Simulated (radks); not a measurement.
Effect of the nuclear size on the terbium ion Tb3+, [Xe] 4f8. Method: Dirac Kohn-Sham, BLYP, spin-unpolarised, spherical densities, finite nucleus; open shells are shared between the two j in proportion to 2j + 1; Fermi nuclear charge, rms radius 5.06 fm; computed with a radial shooting solver on a logarithmic mesh with Libxc functionals. The rms radius is varied about that value; shifts are against it.

rms radius (fm)  total energy shift (eV)  density at nucleus (e/bohr^3)  1s1/2 shift (meV)  2s1/2 shift (meV)  4p1/2 shift (meV)  5s1/2 shift (meV)  5p1/2 shift (meV)  4f7/2 shift (meV)  6s1/2 (empty) shift (meV)
4.1796                             -7.20                      7.225e+05              -2960               -385              0.381              -3.25              0.136              0.453                     -0.570
4.554                              -4.26                      7.063e+05              -1750               -228              0.225              -1.92              0.080              0.268                     -0.338
5.06                                   0                       6.87e+05              0.000              0.000              0.000              0.000              0.000              0.000                      0.000
5.4193                              3.23                      6.747e+05               1330                173             -0.170               1.45             -0.061             -0.203                      0.256
5.7127                              5.98                      6.653e+05               2460                320             -0.315               2.70             -0.113             -0.376                      0.474

Slopes of the eigenvalues against <r^2> in GHz/fm^2, as finite differences over the two radii next to the reference (eigenvalue slopes, not the field-shift constants of lines): 1s1/2 86300, 2s1/2 11200, 4p1/2 -11.1, 5s1/2 94.6, 5p1/2 -3.95, 4f7/2 -13.2, 6s1/2 (empty) 16.6.
